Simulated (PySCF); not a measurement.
Identify the compound

Molecular formula: C6H8O4. Simulated spectra:

¹H NMR (600 MHz, computed): δ 4.50 (m, 2H), 1.59 (d, 6H).

¹³C{¹H} NMR (computed): δ 169.0 (C, 2C), 73.2 (CH, 2C), 18.5 (CH3, 2C).

Theoretical values (PySCF 2.14): σ from GIAO-PBE0/pcSseg-1, structure optimised with PBE0-D3(BJ)/def2-SVP. Gas phase, no relativistic terms, equivalent nuclei averaged, one conformer.

δ = σ(ref) − σ, references computed at the same level: ¹H (31.27 ppm) and ¹³C (184.41 ppm) against TMS.

Propose a structure and justify it.

Answers


1. Rings plus π bonds: 3 (1 ring in the answer).
2. 3 carbon signals for 6 carbons: some carbons are equivalent by symmetry or fast rotation.
3. Carbon types of the structure: 2 × C, 2 × CH, 2 × CH3, which accounts for all hydrogens.
4. δC 169.0: ester carbonyl carbon; it is a carbonyl in resonance with an O or N lone pair, the region of acids, esters and amides.
5. δC 73.2: sp3 CH bonded to O, α to a carbonyl; deshielded by the electronegative neighbour.
6. δC 18.5: methyl carbon; a saturated carbon with 1 carbon neighbour and no heteroatom attached.
7. δH 4.50: hydrogen on an sp3 CH bonded to O, α to a carbonyl; its carbon carries O, an electronegative neighbour.
8. δH 1.59: hydrogen on a methyl carbon.

Structure: (3R,6S)-3,6-dimethyl-1,4-dioxane-2,5-dione (SMILES O=C1O[C@@H](C)C(=O)O[C@@H]1C).

The data come from this structure; uniqueness wasn't tested.

Shifts are as computed. Against solution values, carbons near 30 ppm lie about +2 ppm off and those near 130 ppm about +5 ppm. Of 1313 compounds with measured shifts, 239 miss one by over three times the rms of a fit or turn the order of signals round; such compounds aren't used in these exercises. No couplings were computed; multiplicities are counted from neighbouring protons, with m where these are inequivalent, close in shift, in a saturated or five-membered ring or joined by F or P, and br s for small geminal =CH2 splittings.
